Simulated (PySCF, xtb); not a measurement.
Ge(H)3(Me) (CH₆Ge), SMILES [CH3][GeH3].

Harmonic wavenumbers (cm⁻¹) from xtb with GFN2-xTB at its own minimum, in rising order: 168, 464, 464, 604, 791, 806, 806, 878, 878, 1333, 1460, 1460, 1998, 2080, 2081, 3013, 3013, 3014.

**Question.** What does PySCF with B3LYP-D3(BJ)/def2-TZVP give at its own minimum? (An estimate is asked for; the answer gives what the named calculation found.)

**Answer.** 164, 490, 490, 593, 843, 851, 851, 901, 901, 1277, 1469, 1469, 2126, 2127, 2127, 3048, 3128, 3128. Paired by order, the mean absolute difference is 45 cm⁻¹ and the zero-point energies are 36.2 and 37.1 kcal/mol.
